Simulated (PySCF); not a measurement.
Atomic charges against the basis set

Species: H₆OS₂Si₂.
Cartesian coordinates in Å at the PBE0-D3(BJ)/def2-SVP level; atoms count from 1:
```
atom  x, y, z in Å
S1     2.0997    0.4507    1.0409
Si2    1.4326   -0.1736   -0.8998
O3    -0.1609   -0.6217   -0.9080
Si4   -1.6015   -0.5346   -0.0943
S5    -1.7100    1.1533    1.2247
H6     1.4214    1.6199    1.0048
H7     2.2702   -1.3548   -1.2323
H8     1.6208    0.9288   -1.8804
H9    -2.6946   -0.3250   -1.0778
H10   -1.7854   -1.7931    0.6773
H11   -0.8531    0.6249    2.1275
```

PBE0 throughout (PySCF), one geometry, spherical d and f functions. One conformer (not necessarily the lowest) at the PBE0-D3(BJ)/def2-SVP geometry, without solvent, vibrations or thermal averaging. Atoms taken as equivalent share a column and are averaged.

Mulliken charges (e):

```json
{"basis": "STO-3G", "functions": "47", "S1/S5": "-0.110", "Si2/Si4": "+0.626", "O3": "-0.522", "H6/H11": "-0.015", "H7/H8/H9/H10": "-0.120"}
{"basis": "6-31G", "functions": "73", "S1/S5": "-0.312", "Si2/Si4": "+0.865", "O3": "-0.938", "H6/H11": "+0.098", "H7/H8/H9/H10": "-0.091"}
{"basis": "pcSseg-0", "functions": "73", "S1/S5": "-0.495", "Si2/Si4": "+0.912", "O3": "-1.005", "H6/H11": "+0.195", "H7/H8/H9/H10": "-0.055"}
{"basis": "6-31G*", "functions": "98", "S1/S5": "-0.350", "Si2/Si4": "+0.654", "O3": "-0.653", "H6/H11": "+0.146", "H7/H8/H9/H10": "-0.062"}
{"basis": "cc-pVDZ", "functions": "116", "S1/S5": "-0.259", "Si2/Si4": "+0.474", "O3": "-0.501", "H6/H11": "+0.121", "H7/H8/H9/H10": "-0.043"}
{"basis": "def2-SVP", "functions": "116", "S1/S5": "-0.298", "Si2/Si4": "+0.624", "O3": "-0.570", "H6/H11": "+0.108", "H7/H8/H9/H10": "-0.075"}
{"basis": "aug-cc-pVDZ", "functions": "185", "S1/S5": "-0.497", "Si2/Si4": "+0.173", "O3": "-1.010", "H6/H11": "+0.201", "H7/H8/H9/H10": "+0.314"}
{"basis": "6-311+G(2d,p)", "functions": "203", "S1/S5": "-0.290", "Si2/Si4": "+0.708", "O3": "-0.943", "H6/H11": "+0.144", "H7/H8/H9/H10": "-0.045"}
{"basis": "def2-TZVP", "functions": "215", "S1/S5": "-0.336", "Si2/Si4": "+0.371", "O3": "-0.379", "H6/H11": "+0.183", "H7/H8/H9/H10": "-0.015"}
{"basis": "cc-pVTZ", "functions": "250", "S1/S5": "-0.263", "Si2/Si4": "+0.348", "O3": "-0.325", "H6/H11": "+0.122", "H7/H8/H9/H10": "-0.023"}
{"basis": "IGLO-III", "functions": "271", "S1/S5": "-0.343", "Si2/Si4": "+0.955", "O3": "-0.626", "H6/H11": "+0.023", "H7/H8/H9/H10": "-0.161"}
```

IAO charges (e):

| basis | functions | S1/S5 | Si2/Si4 | O3 | H6/H11 | H7/H8/H9/H10 |
| --- | --- | --- | --- | --- | --- | --- |
| STO-3G | 47 | -0.188 | +0.761 | -0.690 | +0.019 | -0.124 |
| 6-31G | 73 | -0.308 | +0.755 | -0.795 | +0.115 | -0.082 |
| pcSseg-0 | 73 | -0.321 | +0.759 | -0.794 | +0.126 | -0.083 |
| 6-31G* | 98 | -0.316 | +0.893 | -0.861 | +0.101 | -0.124 |
| cc-pVDZ | 116 | -0.324 | +0.889 | -0.857 | +0.112 | -0.124 |
| def2-SVP | 116 | -0.319 | +0.901 | -0.856 | +0.108 | -0.131 |
| aug-cc-pVDZ | 185 | -0.334 | +0.894 | -0.865 | +0.118 | -0.122 |
| 6-311+G(2d,p) | 203 | -0.331 | +0.923 | -0.884 | +0.112 | -0.131 |
| def2-TZVP | 215 | -0.331 | +0.936 | -0.889 | +0.110 | -0.135 |
| cc-pVTZ | 250 | -0.335 | +0.924 | -0.881 | +0.114 | -0.131 |
| IGLO-III | 271 | -0.328 | +0.929 | -0.888 | +0.111 | -0.134 |

Q: Which scheme is steadiest as the basis changes?

A: Largest range over the bases for any column: IAO 0.20 e, Mulliken 0.78 e. IAO charges move least and Mulliken charges most, counted in e. Without the minimal STO-3G basis the ranges are IAO 0.18, Mulliken 0.78 e.

Q: How much do the charges still move between the two largest bases, cc-pVTZ and IGLO-III?

A: At most, over all atoms: Mulliken 0.607 e, IAO 0.006 e.

Q: What do the same runs give for the total energy, the frontier levels and the dipole moment?

A: 
```csv
basis,energy (Eh),HOMO (eV),LUMO (eV),μ (D)
STO-3G,-1437.1146,-3.65,5.65,0.75
6-31G,-1453.4686,-7.77,0.19,0.91
pcSseg-0,-1451.8901,-7.96,0.25,1.04
6-31G*,-1453.6439,-7.59,0.25,0.73
cc-pVDZ,-1453.7268,-7.52,0.33,0.37
def2-SVP,-1453.2407,-7.54,0.43,0.31
aug-cc-pVDZ,-1453.7416,-7.59,-0.45,0.49
"6-311+G(2d,p)",-1453.8058,-7.62,-0.38,0.35
def2-TZVP,-1453.8244,-7.62,-0.05,0.35
cc-pVTZ,-1453.8310,-7.61,0.03,0.41
IGLO-III,-1453.8156,-7.51,0.04,0.23
```

The dipole is fixed by the density alone, so its range of 0.81 D shows that the density itself changes with the basis, not only its division among atoms.
